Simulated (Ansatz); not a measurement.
Si₁₈H₂₈. The state is a triplet with charge 0. Geometry PBE-D4/def2-SVP; atoms count from 1.

```xyz
46

Si   -1.120    3.228    0.169
Si    1.626    1.092    2.821
Si   -3.402    0.099    0.247
Si   -0.511   -1.811    2.894
Si   -3.247    2.321   -2.817
Si    0.530    1.980   -2.777
Si   -1.785   -1.156   -2.695
Si    3.382   -0.267   -0.361
Si    1.279   -3.158   -0.288
Si    3.247   -2.320    2.818
Si   -3.201    2.333   -0.461
Si   -0.352    0.283    1.750
Si    0.581    1.649   -0.406
Si    3.458   -0.126    1.987
Si   -1.383   -1.052   -0.332
Si    1.197   -3.203    2.064
Si   -1.453    0.999   -3.584
Si    1.150   -0.869   -1.001
H    -1.056    3.580    1.632
H    -0.864    4.485   -0.631
H     1.495    0.823    4.304
H     1.779    2.578    2.624
H    -3.687   -0.020    1.722
H    -4.532   -0.561   -0.509
H    -0.275   -1.571    4.368
H    -1.879   -2.422    2.726
H    -3.116    3.731   -3.338
H    -4.554    1.747   -3.304
H     0.489    3.466   -3.055
H     1.760    1.408   -3.434
H    -3.228   -1.554   -2.912
H    -0.906   -2.192   -3.345
H     3.808    1.013   -1.034
H     4.301   -1.375   -0.822
H     0.187   -3.978   -0.925
H     2.611   -3.709   -0.742
H     3.284   -2.304    4.326
H     4.387   -3.173    2.318
H    -4.332    3.173    0.084
H    -1.490    1.137    2.266
H     1.884    2.247    0.077
H     4.760    0.487    2.444
H    -1.555   -2.465    0.182
H     1.024   -4.619    2.560
H    -1.450    0.954   -5.094
H     1.157   -0.908   -2.514
```

Single mean-field runs in def2-TZVP are fitted with def2-universal-jkfit. At PBE0-D4/def2-TZVP a singlet of charge 0 lies 2.38 eV below the triplet, each at its own geometry.

**Question.** Estimate the Mulliken populations of the heavy atoms from the PBE0/def2-TZVP orbitals of Ansatz.

**Answer.** 
```csv
atom,charge (e),spin (α − β)
Si1,-0.04,0.09
Si2,-0.04,0.09
Si3,-0.04,0.10
Si4,-0.04,0.09
Si5,-0.02,0.00
Si6,-0.05,0.10
Si7,-0.05,0.11
Si8,-0.05,0.10
Si9,-0.05,0.11
Si10,-0.02,0.00
Si11,0.02,0.00
Si12,-0.06,0.30
Si13,-0.05,0.28
Si14,0.02,-0.01
Si15,-0.05,0.24
Si16,0.02,-0.01
Si17,0.02,-0.01
Si18,-0.04,0.22
```
Mulliken values depend strongly on the basis.

**Question.** Where does the spin sit?

**Answer.** Summed by element: Si 1.80, H 0.20, of 2 unpaired in all. Largest on single atoms: Si12 0.30, Si13 0.28, Si15 0.24.

**Question.** And the Mayer bond orders between heavy atoms (over 0.3)?

**Answer.** Si1–Si11 0.94 (2.35 Å); Si1–Si13 0.85 (2.39 Å); Si2–Si12 0.86 (2.39 Å); Si2–Si14 0.94 (2.35 Å); Si3–Si11 0.94 (2.35 Å); Si3–Si15 0.85 (2.40 Å); Si4–Si12 0.86 (2.39 Å); Si4–Si16 0.94 (2.35 Å); Si5–Si11 0.95 (2.36 Å); Si5–Si17 0.95 (2.36 Å); Si6–Si13 0.85 (2.39 Å); Si6–Si17 0.94 (2.36 Å); Si7–Si15 0.84 (2.40 Å); Si7–Si17 0.94 (2.35 Å); Si8–Si14 0.94 (2.35 Å); Si8–Si18 0.84 (2.40 Å); Si9–Si16 0.94 (2.35 Å); Si9–Si18 0.84 (2.40 Å); Si10–Si14 0.95 (2.36 Å); Si10–Si16 0.95 (2.36 Å); Si12–Si13 0.44 (2.72 Å); Si12–Si15 0.47 (2.68 Å); Si13–Si18 0.50 (2.65 Å); Si15–Si18 0.52 (2.63 Å).
